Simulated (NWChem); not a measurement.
# CH$_{4}$BeO; SMILES [BeH][O]C

```xyz
7

Be    -0.0122     1.6436    -0.0028
H     -0.0322     2.9825    -0.0063
O      0.0085     0.2406     0.0015
C     -0.0041    -1.1430    -0.0006
H      0.8911    -1.5553     0.5177
H     -0.9064    -1.5394     0.5177
H     -0.0073    -1.5449    -1.0391
```
Atoms are numbered in this order, from 1.

Results from NWChem. Pople sets run with spherical d functions. Coordinates come from a PBE-D3(BJ)/def2-SVP optimisation. Core excitations by TDA in a window of 1s orbitals, non-relativistic and unshifted: absolute energies depend strongly on the exact-exchange share.

| level | first 1s excitation (eV) | dipole oscillator strength of the first | first state with f > 0.002 (eV) | dipole oscillator strength of that state |
|---|---|---|---|---|
| O K edge, PBE/cc-pVTZ | 510.1 | 0.0069 | 510.1 | 0.0069 |
| O K edge, PBE0/def2-TZVP | … | … | … | … |
| C K edge, PBE/def2-TZVP | 270.2 | 0.0007 | 270.3 | 0.0032 |
| C K edge, BHandHLYP/6-311G** | 287.2 | 0.0292 | 287.2 | 0.0292 |

Q: Some entries are withheld; supply them.

A: 
- O K edge, PBE0/def2-TZVP, first 1s excitation (eV): 521.1
- O K edge, PBE0/def2-TZVP, dipole oscillator strength of the first: 0.0116
- O K edge, PBE0/def2-TZVP, first state with f > 0.002 (eV): 521.1
- O K edge, PBE0/def2-TZVP, dipole oscillator strength of that state: 0.0116
